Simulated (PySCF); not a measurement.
## Field gradients at the hydrogen positions

Species: C₆H₁₁FS.
Z-matrix (Å and degrees, GFN2-xTB geometry), rows numbered from 1:
```
F 
C   1  1.3887
C   2  1.5267  1  108.81
C   3  1.5334  2  115.06  1    73.13
C   4  1.5298  3  113.50  2    95.76
C   5  1.5201  4  114.72  3   -73.62
S   6  1.8240  5  114.15  4    61.33
C   2  1.5263  1  106.94  3   125.57
H   2  1.0978  1  105.48  3  -116.92
H   3  1.0909  2  108.04  1  -163.63
H   3  1.0920  2  106.28  1   -48.18
H   4  1.0917  3  109.91  2   -28.32
H   4  1.0915  3  108.29  2  -144.97
H   5  1.0923  4  109.06  3    48.93
H   5  1.0936  4  108.78  3   166.08
H   6  1.0899  5  110.22  4   178.94
H   6  1.0908  5  111.44  4   -60.17
H   8  1.0896  2  110.25  1    79.93
H   8  1.0900  2  109.78  1   -39.73
```

Level: PBE0/pcSseg-1 (PySCF, non-relativistic); Q(2H) = 0.00286 b; rigid geometry, the same for H and D, with no vibrational averaging.

Problem. Give the electric field gradient Vzz (the principal value of largest size), its asymmetry and the 2H coupling at each hydrogen.

Solution. 
| atom | bonded to | bond length (Å) | Vzz (au) | η | χzz (kHz) |
| --- | --- | --- | --- | --- | --- |
| H9 | C2 | 1.098 | 0.2814 | 0.05 | 189 |
| H10 | C3 | 1.091 | 0.3011 | 0.05 | 202 |
| H11 | C3 | 1.092 | 0.3026 | 0.04 | 203 |
| H12 | C4 | 1.092 | 0.3032 | 0.01 | 204 |
| H13 | C4 | 1.092 | 0.3046 | 0.03 | 205 |
| H14 | C5 | 1.092 | 0.3012 | 0.03 | 202 |
| H15 | C5 | 1.094 | 0.3015 | 0.03 | 203 |
| H16 | C6 | 1.090 | 0.3063 | 0.04 | 206 |
| H17 | C6 | 1.091 | 0.3038 | 0.03 | 204 |
| H18 | C8 | 1.090 | 0.3059 | 0.02 | 206 |
| H19 | C8 | 1.090 | 0.3041 | 0.02 | 204 |

Problem. How does χzz go with the bond length over the 11 C–H bonds?

Solution. A straight-line fit has a slope of -18.6 kHz for each 0.01 Å, with a correlation coefficient of -0.93, over lengths from 1.090 to 1.098 Å. The longer bonds have the smaller couplings here.

Problem. A static deuteron (I = 1) shows a doublet split by (3/2)χ, (3/4)χ(1 + η) and (3/4)χ(1 − η) with the field along z, y and x of the gradient. What are these for H15?

Solution. With |χ| = 202.6 kHz and η = 0.026: 304, 156 and 148 kHz, to first order and without motion.

One conformer (not necessarily the lowest) at the GFN2-xTB geometry, without solvent, vibrations or thermal averaging. GFN2-xTB bond lengths can be off by several hundredths of an ångström, more for odd bonds, and the gradients follow them. The basis is small and wasn't made for field gradients, so the couplings can be 20 % off.
